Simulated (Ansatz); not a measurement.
Worked example: SiH2(SiH3)Br + NaNH2 → SiH2(NH2)(SiH3) + NaBr

Species: SiH2(SiH3)Br, singlet; NaNH2 `[NH2][Na]`, singlet; SiH2(NH2)(SiH3), singlet; NaBr, singlet. The partners trade Br for NH2: Si–Br and Na–NH2 bonds give way to Si–NH2 and Na–Br.

Shapes, held fixed at every level: PBE0-D4/def2-TZVP. Flexible molecules stand in one conformer, not always the lowest. Programs: Ansatz 0.2.0. Electronic energies: no zero-point or thermal term.

At CCSD(T)/def2-TZVPP; 1 Eh = 2625.50 kJ/mol:

| species | energy (Eh) |
| --- | --- |
| SiH2(SiH3)Br | -3153.851061 |
| NaNH2 | -217.894701 |
| SiH2(NH2)(SiH3) | -636.998803 |
| NaBr | -2734.820623 |

Task: Work out ΔE of the reaction at this level.

Result: 
1. Products less reactants: (-636.998803) + (-2734.820623) − [(-3153.851061) + (-217.894701)] = -0.073664 Eh = -193.4 kJ/mol.

Other levels give -232.9 (HF/def2-TZVPP) to -178.2 kJ/mol (PBE-D4/def2-TZVPP). No measured value is set beside it here. Relativity is left out for Br unless named. Correlated rows may include outer-core shells of Br, Na, which these sets cover unevenly.
